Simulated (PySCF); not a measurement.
# One molecule, several mistakes: B2H5OSi

All numbers below are calculated, not measured. The program is PySCF 2.14.0, an open-source quantum chemistry code, run on an isolated molecule that a program drew, which may never have been made. The molecule is B2H5OSi (charge 0, doublet), drawn as the SMILES string `[BH][SiH2]OB`.

Each row is a Hartree-Fock (HF) and frozen-core CCSD(T) single point in the cc-pV(D+d)Z basis, meant for a local HF minimum. Run 1 is clean. Each other run has one planted mistake out of seven kinds, and not every kind appears here: one electron removed, one electron added, multiplicity raised by two, geometry at a saddle point, minimal basis STO-3G, one bond length entered in bohr, all coordinates scaled. The reference is restricted for singlets and unrestricted otherwise, and also for a bond in bohr. Adding or removing an electron swaps singlet and doublet. Electrons count all cores. HOMO and LUMO are orbital energies over both spins, the gradient is its largest component, and the lowest frequency (negative if imaginary) is given only where the gradient is small. Bond lengths are over the 8 bonds as drawn. T1 is the CCSD diagnostic: over 0.02 (restricted) or 0.045 (unrestricted) a single reference is doubtful.

Geometry of the clean run:
```xyz
9
B2H5OSi, angstrom
B    -0.5322    2.2763    2.2378
Si   -0.4937    1.3636    0.4552
O    -1.1607   -0.1676    0.4381
B    -0.7035   -1.4146    0.2144
H    -0.8532    2.0939    3.3712
H     0.9156    1.2767    0.0080
H    -1.2752    2.1767   -0.4994
H    -1.4785   -2.3306    0.2803
H     0.4602   -1.6021   -0.0436
```

```
run,electrons,basis functions,<S^2>,HOMO (eV),LUMO (eV),gradient (hartree/bohr),lowest frequency (cm^-1),mean bond (Å),longest bond (Å),T1,HF (hartree),CCSD(T) (hartree),mistake
1,37,90,0.757,-9.21,0.89,1.7e-05,46,1.4474,2.003,0.0153,-416.07212,-416.55572,no fault
2,37,90,3.762,-8.51,-1.88,3.8e-02,-,1.4474,2.003,0.0254,-415.94834,-416.42265,multiplicity raised by two
3,37,29,0.754,-7.49,5.95,4.6e-02,-,1.4474,2.003,0.0189,-411.06583,-411.25678,minimal basis STO-3G
4,37,90,0.758,-9.22,0.86,1.7e-02,-,1.4836,2.053,0.0160,-416.06722,-416.55428,?
```

**Which mistake was planted in run 4, and what did it cost?**

The mean and the longest bond both change by the same factor, 1.025, and the gradient is no longer small. So the mistake is: all coordinates scaled. Subtracting run 1 and multiplying by 627.51 kcal/mol a hartree, the energy moved by 3.1 kcal/mol in HF and 0.9 kcal/mol in CCSD(T).

